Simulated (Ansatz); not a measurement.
`[SiH3]O[Si]S` + CH₃SH → `CS[Si]S` + `O[SiH3]`  (ligand exchange at the Si–O bond)

Program: Ansatz. Geometries: PBE0-D4/def2-TZVP. ΔE: electronic, gas phase. CCSD(T)/CBS is the MP2 limit (def2-TZVPP, def2-QZVPP) plus CCSD(T) − MP2 in def2-TZVPP, frozen cores. This one scheme is used for every species. Functionals use def2-TZVPP. B3LYP here is the variant with VWN-RPA as its local correlation; programs differ in this. Each species was taken in one conformer, which may not be the lowest.

`[SiH3]O[Si]S`:

```xyz
8

Si    1.258    0.387    0.576
O    -0.196   -0.143    0.009
Si   -1.394   -1.227    0.341
S    -2.744   -0.814   -1.292
H     1.145    1.833    0.884
H     1.636   -0.360    1.803
H     2.281    0.174   -0.476
H    -1.986    0.150   -1.845
```

CH₃SH:

Z-matrix (Å, degrees):
```
C
S 1 1.806
H 1 1.089 2 111.5
H 1 1.089 2 111.5 3 -123.8
H 1 1.090 2 106.2 3 118.1
H 2 1.342 1 97.1 3 61.9
```

`CS[Si]S`:

Z-matrix (Å, degrees):
```
C
S 1 1.815
H 1 1.089 2 109.0
H 1 1.089 2 109.0 3 119.5
H 1 1.091 2 110.6 3 -120.3
Si 2 2.120 1 101.3 3 120.2
S 6 2.149 2 98.5 1 180.0
H 7 1.346 6 100.5 2 0.0
```

`O[SiH3]`:

```xyz
6

O     0.090    1.257    0.235
Si   -0.021   -0.382    0.101
H     0.094    1.772   -0.572
H    -1.280   -0.794   -0.580
H    -0.004   -0.905    1.486
H     1.121   -0.949   -0.668
```

```tsv
level	ΔE (kJ/mol)	difference from CCSD(T)/CBS
r2SCAN-D4	25.1	-6.3
PBE0-D4	21.4	-10.0
ωB97X-V	37.9	6.5
B2PLYP	37.0	5.6
B3LYP	38.4	7.0
HF/def2-TZVPP	56.5	25.1
MP2/def2-TZVPP	30.7	-0.7
HF/def2-QZVPP	58.9	27.5
SCS-MP2/def2-QZVPP	36.7	5.3
CCSD/CBS(def2)	36.9	5.5
CCSD(T)/CBS	31.4	0
```

Largest T1 diagnostic among the species: 0.015.

In def2-TZVPP, CCSD(T) changes the Hartree–Fock value by −19.9 kJ/mol (the triples alone add −5.5 kJ/mol) and MP2 by −25.9 kJ/mol. From PBE to PBE0 (25 % exact exchange), in def2-TZVPP and without D4, ΔE moves by +4.8 kJ/mol.
